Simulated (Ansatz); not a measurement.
A nudged elastic band was laid between two geometries of AlBFH5O2 (10 atoms, charge 0, multiplicity 1).

Computed with RKS BLYP/6-31G* in Ansatz 0.2.0.

- movable images: 1
- climbing image: yes
- spring: 5.0 eV/Å²
- optimiser: quadratic models (default)
- start path: through a guess of the saddle point
- force threshold: 0.05 eV/Å
- iteration limit: 60
- end points: relaxed

First end point:

```xyz
10
Properties=species:S:1:pos:R:3
B -0.750 -0.039 0.558
H -0.768 -1.223 0.750
F 1.961 0.869 0.496
O -0.984 0.575 -0.624
H -1.067 -0.057 -1.366
O -0.529 0.845 1.650
Al 1.210 1.986 1.534
H 1.559 1.808 3.095
H 0.816 3.396 0.902
H -0.454 0.361 2.500
```

Last end point:

```xyz
10
Properties=species:S:1:pos:R:3
B 0.224 0.626 -0.208
H -0.945 -1.937 2.596
F 1.071 -0.278 -0.764
O -1.050 0.766 -0.717
H -1.195 0.147 -1.462
O 0.631 1.378 0.841
Al 0.909 2.660 1.948
H 0.733 2.331 3.492
H 1.362 4.066 1.359
H -0.748 -1.239 2.410
```

Problem. What changes between the two ends?

Solution. Bonds broken: B1–H2, F3–Al7, O6–H10. Bonds formed: B1–F3, H2–H10. AlBFH5O2 becomes AlBFH3O2 + H2.

Problem. What energy profile does the band end with?

Solution. The run converged. The highest image is number 1 of 0 to 2, 2.18 eV above the first end and 2.37 eV above the last; the last end lies 0.19 eV below the first. Neighbouring images differ by up to 2.4 eV, so the band resolves the path poorly. Another band between the same ends (7 images) ends at a top of the same energy, where a vibrational analysis finds 1 clearly imaginary mode. So few images can step over the top or miss a turn of the path. The orbitals stay closed-shell, which can raise the energy where a bond breaks towards radicals; this wasn't checked here.

```json
{"image": "0", "path coordinate (Å)": "0.00", "energy (eV)": "0.00", "B1–H2 (Å)": "1.20", "F3–Al7 (Å)": "1.70", "O6–H10 (Å)": "0.98"}
{"image": "1", "path coordinate (Å)": "2.31", "energy (eV)": "2.18", "B1–H2 (Å)": "1.40", "F3–Al7 (Å)": "3.30", "O6–H10 (Å)": "1.22"}
{"image": "2", "path coordinate (Å)": "5.25", "energy (eV)": "-0.19", "B1–H2 (Å)": "3.97", "F3–Al7 (Å)": "4.00", "O6–H10 (Å)": "3.35"}
```

Problem. What is the geometry of the highest image?

Solution. 
```xyz
10
Properties=species:S:1:pos:R:3:forces:R:3
B -0.128 0.124 0.288 0.01 0.02 0.01
H -0.228 -1.056 1.035 0.01 0.00 0.01
F 1.140 0.154 -0.259 0.00 0.00 0.00
O -1.236 0.329 -0.530 0.00 0.01 -0.02
H -1.009 0.118 -1.457 -0.01 -0.01 0.01
O -0.209 0.954 1.613 -0.01 0.00 0.01
Al 0.727 2.337 2.177 0.00 0.01 -0.01
H 1.112 2.314 3.717 0.00 0.00 0.00
H 1.047 3.497 1.145 0.01 0.00 0.00
H -0.223 -0.252 1.767 0.00 -0.03 -0.01
```

Run time: 13 s on 2 threads of AMD EPYC 9R45 96-Core Processor (Zen 5), with other jobs on the host, peak memory 0.14 GiB.
